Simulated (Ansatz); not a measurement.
CH$_{7}$Al$_{2}$BO, SMILES `[BH2][Al]([CH3])[O][AlH2]` at its PBE0-D4/def2-TZVP geometry, where that method's forces vanish. Charge 0, multiplicity 1.

```
atom   x (Å)   y (Å)   z (Å)
  B1  -1.369   1.778  -1.006
 Al2  -0.416   0.040  -0.240
  C3  -1.075  -1.787  -0.451
  O4   1.033   0.273   0.606
 Al5   2.477   0.466   1.439
  H6  -1.151   2.219  -2.102
  H7  -2.178   2.409  -0.382
  H8  -0.995  -2.352   0.483
  H9  -2.116  -1.831  -0.782
 H10  -0.476  -2.324  -1.196
 H11   2.425   0.784   2.989
 H12   3.839   0.326   0.643
```

(1) For each bond, give half the difference of the two atoms' forces along it (eV/Å; positive pushes the atoms apart) under PBE-D4, r2SCAN-D4, B3LYP-D4, ωB97M-V in def2-TZVPP. (Estimate.)

## Answers

(1) The calculation gave: 
| bond | length (Å) | PBE-D4 | r2SCAN-D4 | B3LYP-D4 | ωB97M-V |
| --- | --- | --- | --- | --- | --- |
| B1–Al2 | 2.126 | -0.19 | -0.04 | -0.01 | -0.02 |
| B1–H6 | 1.201 | 0.09 | -0.01 | -0.09 | -0.11 |
| B1–H7 | 1.201 | 0.09 | -0.01 | -0.09 | -0.11 |
| Al2–C3 | 1.954 | -0.07 | -0.03 | 0.06 | -0.01 |
| Al2–O4 | 1.694 | 0.18 | 0.05 | 0.05 | 0.08 |
| C3–H8 | 1.095 | 0.11 | 0.00 | -0.04 | -0.05 |
| C3–H9 | 1.093 | 0.11 | -0.02 | -0.04 | -0.04 |
| C3–H10 | 1.096 | 0.11 | 0.00 | -0.04 | -0.04 |
| O4–Al5 | 1.678 | 0.20 | 0.05 | 0.10 | 0.14 |
| Al5–H11 | 1.584 | -0.04 | -0.04 | -0.10 | -0.15 |
| Al5–H12 | 1.584 | -0.04 | -0.04 | -0.10 | -0.15 |

B3LYP here is the variant with VWN-RPA as its local correlation; programs differ in this.

All numbers were calculated with Ansatz.
